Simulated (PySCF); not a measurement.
A run for PySCF: R-B3LYP/6-31G* on C3H2O2 (a complex), monomers drawn apart or pushed together.

```python
from pyscf import gto, scf, dft, mp
from pyscf.data.elements import chemcore

mol = gto.M(
    atom='''
    C    -0.25987322   -0.20793215    0.02192014
    C     0.69974007    0.47245977    0.24396862
    H    -1.11269020   -0.81227729   -0.17069917
    H     1.55059424    1.07552747    0.44889825
    O    -1.16867970   -0.80627034    2.78501143
    C    -0.23885881   -0.14420638    2.98890021
    O     0.68814167    0.51614616    3.21060383
    ''',
    basis='6-31g*',
    cart=True,
    charge=0, spin=0, verbose=3, max_memory=1800)
mf = dft.RKS(mol, xc='b3lyp')
mf.conv_tol = 1e-8
mf.max_cycle = 100
mf.kernel()
if not mf.converged:
    mf = mf.newton().run(mf.mo_coeff, mf.mo_occ)
```

The log:

```
converged SCF energy = -265.907184026469
```

The run converged.

Cost: about 3 core-seconds (a rough figure).
